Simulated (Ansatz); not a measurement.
`C[O][Mo]([F])([F])([F])([Cl])[O]C` and `C[O][W]([F])([F])([F])([Cl])[O]C` differ in one element.

Ansatz, PBE0-D4/def2-TZVP geometries, multiplicity 1. Each molecule was computed in one conformer, which needn't be the lowest.

Elements past krypton have def2 core potentials.

```tsv
property	`C[O][Mo]([F])([F])([F])([Cl])[O]C`
HOMO–LUMO gap (ωB97M-V/def2-TZVPP) / eV	9.06
HOMO energy (ωB97M-V/def2-TZVPP) / eV	-11.12
HOMO energy (PBE/def2-TZVPP) / eV	-7.38
HOMO energy (B3LYP/def2-TZVPP) / eV	-8.59
LUMO energy (PBE/def2-TZVPP) / eV	-4.49
LUMO energy (B3LYP/def2-TZVPP) / eV	-4.23
```

Question: What does the change do to each property? (Estimate.)

Answer: The calculation gave: 
```csv
property,`C[O][W]([F])([F])([F])([Cl])[O]C`,shift
HOMO–LUMO gap (ωB97M-V/def2-TZVPP) / eV,10.00,0.94
HOMO energy (ωB97M-V/def2-TZVPP) / eV,-11.12,0.00
HOMO energy (PBE/def2-TZVPP) / eV,-7.36,0.02
HOMO energy (B3LYP/def2-TZVPP) / eV,-8.57,0.02
LUMO energy (PBE/def2-TZVPP) / eV,-3.75,0.74
LUMO energy (B3LYP/def2-TZVPP) / eV,-3.39,0.84
```

B3LYP here is the variant with VWN-RPA as its local correlation; programs differ in this.
